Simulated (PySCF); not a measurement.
# Excitation energy of Rh²⁺ by level of theory

Rh²⁺ [Kr] 4d7 (4F) → Rh²⁺ [Kr] 4d6 5p1 (high-spin determinant), as a difference of total energies. All numbers are calculated (PySCF 2.14, scalar relativity by spin-free X2C-1e, in ANO-RCC-VTZP (7s6p4d2f1g, 68 functions)). Correlated levels: valence and next inner shell: [Ar] 3d10 frozen. The calculations carry no spin-orbit coupling.

```
                                method  excitation energy (eV)
                                   UHF                  10.718
    MP2 (valence and next inner shell)                  11.294
SCS-MP2 (valence and next inner shell)                  11.522
   CCSD (valence and next inner shell)                  11.277
CCSD(T) (valence and next inner shell)                  11.266
```

Problem. How much does correlation contribute at CCSD(T) (valence and next inner shell)?

Solution. 11.266 − (10.718) = 0.548 eV, measured against UHF.

A first-order spin-orbit estimate (lowest level to lowest level, LS coupling) adds 0.184 eV.

The basis was made for the ground configuration and has no added diffuse functions, so the excitation energy can come out too high.

The determinant of the upper state mixes LS terms, which raises its energy above the lowest term, most at the Hartree-Fock and MP2 levels.
